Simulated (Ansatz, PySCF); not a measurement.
CH2O3, SMILES O=C(O)O. Atoms are numbered in the order given.

```xyz
6

O      0.0000     1.0885    -0.6883
C      0.0000     0.0000     0.0877
O      0.0000     0.0000     1.2924
O      0.0000    -1.0885    -0.6883
H      0.0000     1.8517    -0.0905
H      0.0000    -1.8517    -0.0905
```

Geometry optimised at B3LYP-D3(BJ)/def2-SVP. One conformer was computed; it need not be the lowest.

Two levels are set side by side: PBE-D3(BJ)/def2-SVP (Ansatz, a program for electronic structure) and B3LYP-D3(BJ)/def2-SVP (Ansatz). Each level has its own optimised geometry; the coordinates shown are those of the second. Frequencies come from the Hessian of PySCF at each geometry. Differences are taken from unrounded values.

```tsv
quantity	B3LYP-D3(BJ)	PBE-D3(BJ)	PBE-D3(BJ) minus B3LYP-D3(BJ)
mean bond length (Å)	1.163	1.173	0.010
bond O1–C2 (Å)	1.337	1.347	0.010
bond C2–O3 (Å)	1.205	1.215	0.010
bond C2–O4 (Å)	1.337	1.347	0.010
bond O1–H5 (Å)	0.969	0.978	0.009
bond O4–H6 (Å)	0.969	0.978	0.009
highest harmonic wavenumber (cm⁻¹)	3809	3700	-109
mean harmonic wavenumber (cm⁻¹)	1464	1420	-44
zero-point energy (kcal/mol)	25.11	24.35	-0.76
```

GGA bonds tend to be longer and softer than those of functionals with exact exchange. Differences between two approximate levels are no errors against the true value.
